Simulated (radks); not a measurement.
Polarisabilities and homonuclear dispersion coefficients (atomic units). Method: non-relativistic Kohn-Sham, PBE, spin-unpolarised, spherical densities, point nucleus; computed with a radial shooting solver on a logarithmic mesh with Libxc functionals. Response by self-consistent Sternheimer equations with the Hartree and adiabatic LDA kernel. "Uncoupled" leaves out the induced potential. Quadrupole and octupole values are given only where no p, d or f shell is open. The Sternheimer factor gamma scales a distant field gradient at the nucleus by 1 - gamma.

species  configuration  alpha1 (bohr^3)  alpha1, uncoupled  alpha2 (bohr^5)  alpha3 (bohr^7)       C6       C8  Sternheimer gamma  recommended alpha1
Li            [He] 2s1            141.6              179.0             2023            62190     1133   102400              0.824  164.113 +/- 0.0005
Be+           [He] 2s1            19.60              25.61            64.51            591.1    50.85     1198              0.484                   -
B2+           [He] 2s1            6.147              8.094            8.045            35.69    7.831    79.79              0.350                   -
C3+           [He] 2s1            2.682              3.541            1.763            4.623    2.013    10.97              0.276                   -
N4+           [He] 2s1            1.404              1.855           0.5304           0.9193   0.6903    2.272              0.228                   -
O5+           [He] 2s1           0.8250              1.091           0.1959           0.2412   0.2852   0.6140              0.194                   -
F6+           [He] 2s1           0.5255             0.6950          0.08360          0.07689   0.1343   0.2002              0.169                   -
Ne7+          [He] 2s1           0.3551             0.4697          0.03971          0.02833  0.06971  0.07506              0.150                   -

Recommended values: Schwerdtfeger and Nagle, table of static dipole polarisabilities (2023 update), measured or computed.

Beside tabulated values, note that spin-unpolarised runs miss the spin-polarisation part of the exchange energy of open shells.
